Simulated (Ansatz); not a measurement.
Total energies of `S/C=C/c1ccc(/C=C/c2ccc(/C=C/c3ccc(S)cc3)cc2)cc1` from Ansatz at PBE-D4/def2-TZVP, gas phase (1 Eh = 27.2114 eV = 2625.5 kJ/mol). The reference geometry is relaxed at PBE-D4/def2-SVP.

```csv
state,geometry,energy (Eh)
charge 0 singlet,reference,-1721.82157
charge 1 doublet,reference,-1721.59882
charge -1 doublet,reference,-1721.87573
free S atom (triplet),–,-397.93833
free C atom (triplet),–,-37.79597
free H atom (doublet),–,-0.49962
```

Single mean-field runs in def2-TZVP are fitted with def2-universal-jkfit.

**Question.** Work out the vertical ionisation energy to the doublet.

**Answer.** E(charge 1 doublet) − E(charge 0 singlet) = -1721.59882 − (-1721.82157) = 0.22275 Eh = 6.06 eV. For comparison, −ε of the highest occupied level is 4.64 eV at this level, 1.42 eV less.

**Question.** Work out the vertical electron affinity, to the doublet.

**Answer.** E(charge 0 singlet) − E(charge -1 doublet) = -1721.82157 − (-1721.87573) = 0.05416 Eh = 1.47 eV. The basis lacks diffuse functions, which makes affinities too small.

**Question.** Give the fundamental gap IE − EA, the Mulliken electronegativity (IE + EA)/2 and the hardness (IE − EA)/2.

**Answer.** From the values in Eh: IE − EA = 0.22275 − 0.05416 = 0.16859 Eh = 4.59 eV; (IE + EA)/2 = 3.77 eV; (IE − EA)/2 = 2.29 eV. The HOMO–LUMO gap of the same run is 1.80 eV, 2.79 eV smaller than the fundamental gap.

**Question.** What is the binding energy per atom against free atoms?

**Answer.** Atoms: 2 × (-397.93833) + 24 × (-37.79597) + 20 × (-0.49962) = -1712.97234 Eh. Binding: -1712.97234 − (-1721.82157) = 8.84923 Eh = 240.80 eV, or 5.23 eV for each of 46 atoms (no zero-point energy, no counterpoise term).
